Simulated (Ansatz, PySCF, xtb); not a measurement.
Reaction (SMILES): C=CCC(C)(C)C [4,4-dimethylpent-1-ene] + 7 [H][H] (H2) → 7 C (CH4)
Geometries: B3LYP-D3(BJ)/def2-TZVP minima from Ansatz (an electronic-structure program), one conformer each, not searched for the lowest.

Wanted: energy of full hydrogenation (0 K, with B3LYP-D3(BJ) harmonic zero-point energies from PySCF), in kcal/mol. Cores are frozen in the correlated levels unless marked. Spin-orbit coupling is left out. No relativistic terms. Basis-set limits of correlation are two-point, X^-3; Hartree-Fock from the larger set. [CCSD(T)-MP2]/basis is that difference in the basis named.

```csv
level,program,energy of full hydrogenation (kcal/mol)
GFN1-xTB,xtb,-171.0
HF/cc-pVDZ,Ansatz,-132.6
SVWN5/def2-TZVPD,Ansatz,-101.7
B97M-V/def2-TZVPD,Ansatz,-113.3
PBE0/6-31G*,Ansatz,-119.0
PBE0-D4/def2-TZVPD,Ansatz + dftd4,-107.7
PBE0/def2-TZVPD,Ansatz,-114.5
```

Predict the RI-MP2/CBS(aug-cc-pVTZ,aug-cc-pVQZ)+[CCSD(T)-MP2]/aug-cc-pVTZ result (Ansatz).

-101.4 kcal/mol, so PBE0/def2-TZVPD differs from it by -13.1 kcal/mol.
